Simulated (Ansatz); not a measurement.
`C=N[SiH](C)F` + HCl → `C=N[SiH](C)Cl` + H–F  (ligand exchange at the Si–F bond)

Computed with Ansatz on PBE0-D4/def2-TZVP structures; ΔE is electronic, products minus reactants. CCSD(T)/CBS is the MP2 limit (def2-TZVPP, def2-QZVPP) plus CCSD(T) − MP2 in def2-TZVPP, frozen cores. This one scheme is used for every species. DFT in def2-TZVPP. B3LYP here is the variant with VWN-RPA as its local correlation; programs differ in this. Each species was taken in one conformer, which may not be the lowest.

| level | ΔE (kJ/mol) | difference from CCSD(T)/CBS |
| --- | --- | --- |
| PBE-D4 | 29.1 | -5.1 |
| r2SCAN-D4 | 38.0 | 3.8 |
| PBE0-D4 | 29.2 | -5.0 |
| B3LYP-D4 | 39.0 | 4.8 |
| ωB97X-V | 39.2 | 5.0 |
| ωB97M-V | 37.9 | 3.7 |
| B2PLYP | 42.6 | 8.4 |
| PBE | 33.8 | -0.4 |
| r2SCAN | 39.1 | 4.9 |
| PBE0 | 33.4 | -0.8 |
| B3LYP | 46.7 | 12.5 |
| HF/def2-TZVPP | 52.5 | 18.3 |
| MP2/def2-TZVPP | 31.8 | -2.4 |
| SCS-MP2/def2-TZVPP | 38.9 | 4.7 |
| CCSD/def2-TZVPP | 42.0 | 7.8 |
| CCSD(T)/def2-TZVPP | 38.8 | 4.6 |
| HF/def2-QZVPP | 54.1 | 19.9 |
| MP2/def2-QZVPP | 29.7 | -4.5 |
| SCS-MP2/def2-QZVPP | 36.8 | 2.6 |
| HF/CBS(def2) | 54.3 | 20.1 |
| MP2/CBS(def2) | 27.2 | -7.0 |
| CCSD/CBS(def2) | 37.4 | 3.2 |
| CCSD(T)/CBS | 34.2 | 0 |

Largest T1 diagnostic among the species: 0.012.

The D4 term adds −7.7 kJ/mol with B3LYP and −4.2 kJ/mol with PBE0; it sums over pairs of atoms, weighted by their polarisabilities, and B3LYP, whose exchange is more repulsive, gets the larger term. In def2-TZVPP, CCSD(T) changes the Hartree–Fock value by −13.7 kJ/mol (the triples alone add −3.2 kJ/mol) and MP2 by −20.8 kJ/mol.

CCSD(T)/CBS has its own doubt, a few kJ/mol and more with outer-core shells, so smaller differences from it don't rank the levels.
